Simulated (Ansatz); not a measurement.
```xyz
8

B     0.0069    0.0010   -0.9084
N     0.0040    0.0045    0.7275
H     0.0094   -1.1785   -1.2389
H    -1.0211    0.5900   -1.2517
H     1.0262    0.5832   -1.2358
H    -0.0033    0.9484    1.0798
H    -0.8286   -0.4726    1.0804
H     0.8307   -0.4719    1.0950
```

Basis set: STO-3G (spherical functions). Frozen core: 2 orbitals. Charge 0, multiplicity 1.

Computed with Ansatz (development build ahead of 0.2.0); each method stands on the lowest determinant of its kind that the runs found. Restricted open shells among the atoms or ions are ROHF, correlated in semicanonical orbitals with singles.

Problem. Give the atomization energy at this shape (free ground-state atoms in the same class of orbitals less the molecule, no zero-point energy) of singlet BNH₆ by RHF-MP2, RHF.

Solution.

| method | atomization energy |
| --- | --- |
| RHF-MP2 | 2640.8 kJ/mol |
| RHF | 2425.0 kJ/mol |

This basis has no polarisation functions and is too small for such energies, which can lie far from measured ones in either direction.
